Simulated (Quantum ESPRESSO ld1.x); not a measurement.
Values are calculated unless marked as measured or tabulated.
Radial electron density D(r) = 4 pi r^2 rho(r) of an atom or ion with 46 electrons. Code: ld1.x of Quantum ESPRESSO 7.5. Model: scalar-relativistic Kohn-Sham, revPBE, spin-unpolarised, spherical densities, point nucleus.

```
   r/bohr * D(r) (the largest magnitude, 123, reaches the edge; | marks zero)
 0.000961 | *
 0.001092 |  *
 0.001251 |  *
 0.001422 |   *
 0.001629 |    *
 0.001852 |     *
 0.002122 |       *
 0.002411 |        *
 0.002763 |          *
  0.00314 |            *
 0.003598 |              *
 0.004089 |                 *
 0.004647 |                    *
 0.005324 |                       *
 0.006051 |                          *
 0.006933 |                              *
 0.007879 |                                 *
 0.009027 |                                   *
  0.01026 |                                      *
  0.01175 |                                       *
  0.01336 |                                        *
  0.01531 |                                        *
   0.0174 |                                       *
  0.01993 |                                      *
  0.02265 |                                    *
  0.02575 |                                   *
   0.0295 |                                    *
  0.03352 |                                      *
  0.03841 |                                         *
  0.04365 |                                             *
  0.05001 |                                                  *
  0.05684 |                                                     *
  0.06512 |                                                      *
  0.07401 |                                                    *
   0.0848 |                                                *
  0.09638 |                                            *
   0.1095 |                                         *
   0.1255 |                                          *
   0.1426 |                                             *
   0.1634 |                                                *
   0.1857 |                                               *
   0.2128 |                                         *
   0.2418 |                                 *
   0.2771 |                        *
   0.3149 |                   *
   0.3608 |                  *
     0.41 |                    *
   0.4698 |                     *
   0.5339 |                   *
   0.6068 |              *
   0.6952 |        *
   0.7902 |    *
   0.9053 | *
    1.029 |*
    1.179 *
     1.34 *
    1.535 *
    1.745 *
```

What is the nuclear charge?

Answer. Z = 68. The innermost maximum, from 1s, lies near gamma/Z bohr with gamma = sqrt(1 - (Z/c)^2) = 0.868, here 0.0128 bohr (found: 0.0140), and its height grows with Z. The density is that of the erbium ion Er22+ in [Kr] 4d10; the configuration itself is not fixed sharply by these data, and Z only to a few units. D(r) has 4 maxima, at r = 0.0140, 0.0631, 0.171, 0.459 bohr, and minima at 0.0268, 0.114, 0.341 bohr, inside which lie 1.92, 11.16, 29.05 electrons.
